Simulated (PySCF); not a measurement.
CH10N2Si2, SMILES NC[SiH2]N[SiH3]. Atoms are numbered in the order given.

```xyz
15

N     -2.3312    -0.7466     0.7147
C     -1.9421     0.6703     0.7449
Si    -0.4666     0.8967    -0.4260
N      0.6227    -0.3939    -0.0066
Si     2.3177    -0.6277    -0.2976
H     -3.0084    -0.9608     1.4469
H     -2.7877    -0.9727    -0.1698
H     -2.7590     1.3908     0.5280
H     -1.5767     0.9099     1.7585
H     -0.9674     0.8232    -1.8386
H      0.1928     2.2240    -0.2548
H      0.0889    -1.1759     0.3822
H      3.0007    -1.1664     0.9177
H      2.6131    -1.5759    -1.4181
H      2.9006     0.6996    -0.6483
```

The structure is a stationary point at B3LYP-D3(BJ)/def2-SVP. The structure was generated by enumeration, and PubChem lists no compound with its InChIKey, so it may never have been made. One conformer was computed; it need not be the lowest.

Computed with PBE/def2-TZVP in PySCF.

The molecule is in vacuum.

Q: Estimate the frontier levels, gap, dipole moment and polarisability. (The exact figures need the calculation; the answer reports its results.)

A: 
```yaml
highest_occupied_level: -5.63 eV
lowest_empty_level: -0.56 eV
orbital_gap: 5.07 eV
dipole_moment: 2.57 D
quadrupole, principal values (traceless, Buckingham form, about the centre of nuclear charge): -4.03, -2.28, 6.31 D·Å
mean_static_polarisability: 84.6 bohr³ (12.53 Å³)
polarisability_principal_values: 73.5, 80.7, 99.4 bohr³
```
